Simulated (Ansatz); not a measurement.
```yaml
crystal:
  periodic: [false, false, false]
  atoms:
    - {symbol: O, position_ang: [-1.038074, 1.352534, 0.683288]}
    - {symbol: Hf, position_ang: [0.070277, 0.128507, -0.288849]}
    - {symbol: O, position_ang: [1.700976, -0.179405, 0.668995]}
    - {symbol: O, position_ang: [-0.857437, -1.527594, -0.549998]}
    - {symbol: Cl, position_ang: [0.585576, 1.069473, -2.411199]}
    - {symbol: H, position_ang: [-1.805292, 1.712711, 1.115527]}
    - {symbol: H, position_ang: [2.377911, -0.093748, 1.332004]}
    - {symbol: H, position_ang: [-1.033938, -2.462488, -0.549768]}
basis:
  gaussian: {orbitals: def2-TZVP}
total_charge: 1
magnetization: {spin_polarized: true, initial_magnetization: 5}
hamiltonian: {xc: {name: r2SCAN50}, dispersion: d3bj}
output: {forces: true}
```

```sh
$ ansatz run in.yaml --threads 4 --pin off --events-out ev --progress --plain --max-ram 10444MiB
```

Output, abridged:

```
Warning: the engine holds no damping parameters fitted to this dispersion correction and functional, so the run takes those fitted to r2scan50 beside the three-body term, which d3bj leaves out (hamiltonian.dispersion, under Limitations)
Functional definition: r2SCAN50
1405 factors; their error is unknown
mean field evaluation 1: about -19950.7059 eV, gradient 9.1e1 eV
mean field evaluation 2: about -19106.5782 eV, gradient 3.8e2 eV
mean field evaluation 4: about -19982.6287 eV, gradient 4.2e1 eV
mean field evaluation 8: about -19994.8775 eV, gradient 1.1e1 eV
mean field evaluation 16: about -19997.7360 eV, gradient 2.3e0 eV
mean field evaluation 32: about -19998.3409 eV, gradient 2.1e-1 eV
mean field evaluation 64: about -19998.3392 eV, gradient 7.2e-2 eV
mean field -19998.34357633 eV, -734.9255710659 hartree, gradient 2.2e-8 eV, S^2 8.769065; 6 other end points of the search recorded, 0 dependent functions left out
reference -19998.34358628 eV, -734.9255714318 hartree; 30, 25 occupied and 158, 163 virtual orbitals, 1405 factors
Total energy: -19998.40390224 eV, -734.9277880024 hartree
Atom 0 at    -1.038074     1.352534     0.683288 Å, force    -4.276500     4.929970     3.508905 eV/Å
Atom 1 at     0.070277     0.128507    -0.288849 Å, force    -2.584231    -5.026306    -4.500751 eV/Å
Atom 2 at     1.700976    -0.179405     0.668995 Å, force     6.297539    -1.556829     3.438676 eV/Å
Atom 3 at    -0.857437    -1.527594    -0.549998 Å, force    -0.134529    -0.827447     0.183716 eV/Å
Atom 4 at     0.585576     1.069473    -2.411199 Å, force     0.656618     1.618944    -3.137571 eV/Å
Atom 5 at    -1.805292     1.712711     1.115527 Å, force    -0.599657     0.391872     0.220467 eV/Å
Atom 6 at     2.377911    -0.093748     1.332004 Å, force     0.631454     0.060756     0.437884 eV/Å
Atom 7 at    -1.033938    -2.462488    -0.549768 Å, force     0.009307     0.409040    -0.151327 eV/Å
Dipole moment:     0.283849     0.561647     0.856893 e Å
```

(1) What is wrong with this run?

Answers

(1) The spin is set far too high for this molecule. The calculation finished and met its thresholds. The result belongs to that input, not to the molecule as meant.
